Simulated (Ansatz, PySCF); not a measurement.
C₂Cl₃F. Atoms are numbered in the order given.

```xyz
6

F      1.9028    -0.6958     0.0000
C      0.5808    -0.6544     0.0000
Cl    -0.1657    -2.1995     0.0000
C     -0.0832     0.5157     0.0000
Cl    -1.8047     0.6075     0.0000
Cl     0.7874     2.0093     0.0000
```

The structure is a stationary point at B3LYP-D3(BJ)/def2-SVP.

Vertical ionisation energy (IE) and electron affinity (EA) in eV. Rows of orbital energies are one-electron estimates. Where ΔSCF, EOM or ADC give a negative EA the extra electron is unbound and the value depends on the basis.

| level | IE | EA |
|---|---|---|
| −ε(HOMO), −ε(LUMO), M06-2X/def2-TZVP (PySCF) | 8.59 | -0.15 |
| −ε(HOMO), −ε(LUMO), PBE/def2-TZVP (PySCF) | 6.13 | 1.65 |
| ΔSCF, CAM-B3LYP/def2-SVPD (Ansatz), final states of multiplicity 2 and 2 | 9.71 | -0.86 |
| ΔSCF, PBE/def2-SVPD (Ansatz), final states of multiplicity 2 and 2 | 9.26 | -0.72 |

### Question
What vertical singlet–triplet gap does ΔSCF give with CAM-B3LYP/def2-SVPD (Ansatz, an electronic-structure program) and with PBE/def2-SVPD (Ansatz)? (Estimate from the structure and the level; the computed values follow.)

### Answer
3.73 and 3.77 eV (triplet above singlet where positive).
